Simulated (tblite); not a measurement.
Species: C4H9O3 (doublet state).
Numbering: `[CH3:1][O:2][C@H:3]([CH3:4])[C:5]([OH:6])[OH:7]` (hydrogens: H8, H9, H10 on C1; H11 on C3; H12, H13, H14 on C4; H15 on O6; H16 on O7)

A start from a force field or distance geometry was refined with tblite 0.8.0, GFN2-xTB geometry optimisation, gas phase. Values at the start:

```json
{"coordinate": "C1–O2", "start": "1.437 Å"}
{"coordinate": "C1–H8", "start": "1.090 Å"}
{"coordinate": "O2–C3", "start": "1.418 Å"}
{"coordinate": "C3–C4", "start": "1.538 Å"}
{"coordinate": "C3–C5", "start": "1.508 Å"}
{"coordinate": "C3–H11", "start": "1.097 Å"}
{"coordinate": "C4–H12", "start": "1.103 Å"}
{"coordinate": "C5–O6", "start": "1.374 Å"}
{"coordinate": "C5–O7", "start": "1.358 Å"}
{"coordinate": "O6–H15", "start": "0.969 Å"}
{"coordinate": "C1–O2–C3", "start": "112.4°"}
{"coordinate": "O2–C3–C4", "start": "107.6°"}
{"coordinate": "O2–C3–C5", "start": "108.9°"}
{"coordinate": "C3–C5–O6", "start": "119.8°"}
{"coordinate": "C3–C5–O7", "start": "119.8°"}
{"coordinate": "C4–C3–C5", "start": "109.8°"}
{"coordinate": "O6–C5–O7", "start": "120.4°"}
{"coordinate": "C1–O2–C3–C4", "start": "-152°"}
{"coordinate": "O2–C3–C5–O6", "start": "-156°"}
```

Task: How do these coordinates change at the GFN2-xTB level?

Result: 
```tsv
coordinate	GFN2-xTB (Å or °)	change
C1–O2	1.407	-0.030
C5–O7	1.384	+0.026
C4–H12	1.087	-0.016
C1–H8	1.096	+0.006
C5–O6	1.370	-0.004
O6–H15	0.965	-0.004
C3–H11	1.100	+0.003
C3–C5	1.510	+0.002
C3–C4	1.536	-0.002
O2–C3	1.419	+0.001
O6–C5–O7	113.8	-6.6
C3–C5–O7	116.3	-3.5
C3–C5–O6	116.7	-3.1
C4–C3–C5	112.0	+2.2
C1–O2–C3	113.5	+1.1
O2–C3–C4	107.5	-0.1
O2–C3–C5	108.9	0.0
O2–C3–C5–O6	-173	-17
C1–O2–C3–C4	-164	-12
```

The energy falls by 0.202 eV over 66 L-BFGS steps, the largest force on an atom goes from 1.33 to 0.010 eV/Å, and the atoms move by 0.171 Å rms after alignment. The bond that changes most is C1–O2 (ends: carbon bonded to O and 3 H; oxygen bonded to 2 C), which shortens by 0.030 Å. Bonds longer at the end by more than 0.005 Å: 2 of 15; shorter: 4. Among the dihedrals that turn most is C3–C5–O6–H15, from 180° to -150°. Rotational constants go from 3292, 2058, 1649 to 3492, 2046, 1689 MHz.

Its GFN2-xTB frequencies are all real (lowest 62 cm⁻¹). 3 starts were optimised and ended at 0.00, 0.01 and 3.76 kcal/mol (GFN2-xTB); the lowest of these is shown.

One conformer stands for the species.

All values are computed, not measured.
